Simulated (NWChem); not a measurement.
Species: SiNH3S, singlet; SMILES N[Si]S

```xyz
6

Si    -0.7159    -0.6275     0.0000
N      0.7371    -1.5463     0.0000
H      0.6972    -2.5602     0.0000
H      1.6946    -1.2057     0.0000
S      0.2144     1.3358     0.0000
H     -0.9593     2.0018     0.0000
```
Atoms are numbered in this order, from 1.

Results from NWChem. Low-valent species are run as closed-shell singlets; no triplet was tried in these runs. Structure relaxed at the PBE0/def2-SVP level. Ions are spin-unrestricted doublets at the neutral geometry; other ion states weren't tried.

**Question.** Predict the results for PBE0/def2-SVP. Quantities: vertical ionisation energy, ΔSCF (eV); −ε(HOMO) (eV).

**Answer.** 
```yaml
vertical ionisation energy, ΔSCF (eV): 8.78
"−ε(HOMO) (eV)": 6.58
```
